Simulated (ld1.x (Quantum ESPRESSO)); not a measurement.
O: ultrasoft pseudisation with PBE, scalar-relativistic reference atom.

| Item | Value |
| --- | --- |
| Element | O |
| Generator | ld1.x (Quantum ESPRESSO) 7.5 |
| Type | ultrasoft |
| Functional | PBE |
| Relativity | scalar-relativistic |
| Frozen core | [He] |
| Valence charge | 6 |
| Reference configuration | 2s2 2p4 |
| Partial waves | 2s (bound): rcut 0.60, rcutus 0.80 bohr; 2s channel at -0.4 Ry: rcut 0.60, rcutus 0.80 bohr; 2p (bound): rcut 1.20, rcutus 1.30 bohr; 2p channel at -0.3 Ry: rcut 1.20, rcutus 1.30 bohr |
| Local potential | all-electron potential smoothed inside 0.95 bohr (lloc = -1) |
| Core correction | none |
| Augmentation charge | PSQ, inside the norm-conserving radii |

Poles of the logarithmic derivatives, all-electron (AE) and pseudo (PS). s: poles at 0.7 (AE) and 0.7 (PS) Ry. p: poles at 1.4 (AE) and 1.4 (PS) Ry. Test radius 1.40 bohr.

* Cutoffs needed: 50 Ry and 80 Ry (the cutoffs (Ry, on a coarse ladder) from which the occupation-weighted sum of valence levels, in a spherical-Bessel basis at the reference potential, stays within 10 and 1 mRy of its value at 400 Ry)
* Ghost test: no extra level below or beside the all-electron valence levels (s, p, d, f tested) (spherical-Bessel basis up to 400 Ry, 20 bohr box)
* Largest excitation error: -83 meV (all-electron minus pseudo) for 2s2 2p1, out of 7 test configurations
* Lowest eigenvalue of the overlap operator: 0.54 (s channel)
* Density cutoff estimated by the generator: 494 Ry
